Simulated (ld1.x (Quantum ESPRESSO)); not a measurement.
**An all-electron radial function and its pseudo partner (Er (Z = 68))**

Columns: radius, all-electron u(r) and pseudo u(r) of the 5p shell (level -26.52 eV) of erbium in the configuration [Kr] 4d10 4f12 5s2 5p6 5d0 6s2 6p0; LDA (PZ), scalar-relativistic, RRKJ scheme, ld1.x (Quantum ESPRESSO) 7.5.

```csv
r (bohr),all-electron,pseudo
0.173,-0.3096,-0.0251
0.345,0.3628,-0.1049
0.518,0.3587,-0.2466
0.690,-0.1278,-0.4392
0.862,-0.5696,-0.6482
1.035,-0.8306,-0.8233
1.208,-0.9301,-0.9191
1.380,-0.9232,-0.9234
1.553,-0.8565,-0.8585
1.725,-0.7624,-0.7625
1.898,-0.6595,-0.6595
2.070,-0.5599,-0.5599
2.242,-0.4688,-0.4688
2.415,-0.3881,-0.3881
2.588,-0.3188,-0.3188
2.760,-0.2605,-0.2605
2.932,-0.2120,-0.2120
3.105,-0.1716,-0.1716
3.278,-0.1385,-0.1385
3.450,-0.1116,-0.1116
3.623,-0.0897,-0.0897
3.795,-0.0720,-0.0720
3.968,-0.0576,-0.0576
4.140,-0.0461,-0.0461
4.312,-0.0369,-0.0369
4.485,-0.0294,-0.0294
```

How many radial nodes do the two functions have?

The all-electron 5p function has n − l − 1 = 3 (the table is too coarse to show those close to the nucleus); the pseudo-wave has 0, since the states of the same l below it are removed with the core.

At about which radius was the pseudo-wave matched?

1.80 bohr, where the columns begin to agree (steps of 0.17 bohr).

Is the pseudo-wave norm-conserving?

Yes: the RRKJ scheme keeps the norm inside the radius equal to the all-electron one, which fixes the energy derivative of the logarithmic derivative at the level.
